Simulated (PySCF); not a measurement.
Start geometry of `C=C(C)B[AsH2]` from GFN2-xTB (Å):
```
atom  x, y, z in Å
C1    -1.266    1.217    0.757
C2    -0.548    0.344    0.042
C3    -1.091   -1.037   -0.210
B4     0.870    0.709   -0.464
As5    2.241   -0.685   -0.872
H6    -2.222    0.964    1.194
H7    -0.912    2.216    0.948
H8    -0.399   -1.791    0.173
H9    -1.192   -1.203   -1.284
H10   -2.063   -1.182    0.258
H11    1.114    1.838   -0.682
H12    3.392    0.072   -0.281
H13    2.071   -1.461    0.404
```

Q: What comes out of this run: CAM-B3LYP/def2-SV(P) geometry optimisation, gas phase in PySCF?

A: 
```
atom  x, y, z in Å
C1    -1.3507    1.3037    0.5930
C2    -0.5477    0.3320    0.1191
C3    -1.0483   -1.0852   -0.0229
B4     0.8984    0.7392   -0.2586
As5    2.2466   -0.4951   -1.1015
H6    -2.3879    1.1080    0.9001
H7    -0.9978    2.3356    0.6944
H8    -0.4492   -1.7832    0.5878
H9    -0.9637   -1.4335   -1.0679
H10   -2.1033   -1.1857    0.2823
H11    1.2213    1.9049   -0.1651
H12    3.4657   -0.0027   -0.3379
H13    2.0184   -1.7328   -0.2451
```

The energy falls by 3.3 kcal/mol over 10 energy and gradient evaluations, the largest force component goes from 0.0178 to 3.6e-04 Eh/bohr, and the atoms move by 0.346 Å rms after alignment. The bond that changes most is B4–H11 (three-coordinate boron to B–H hydrogen), which lengthens by 0.037 Å. Bonds longer at the end by more than 0.005 Å: 10 of 12; shorter: 0. Among the angles that change most is H12–As5–H13, from 90.7° to 95.8°. Among the dihedrals that turn most is C1–C2–B4–As5, from 155° to -176°. Rotational constants go from 7906, 1413, 1235 to 7832, 1371, 1186 MHz. The orientation of the end geometry is arbitrary; only internal coordinates are fixed.

The run used 104 basis functions and 74 SCF cycles in all.

Stationary, but not proved a minimum. One conformer, not necessarily the lowest.
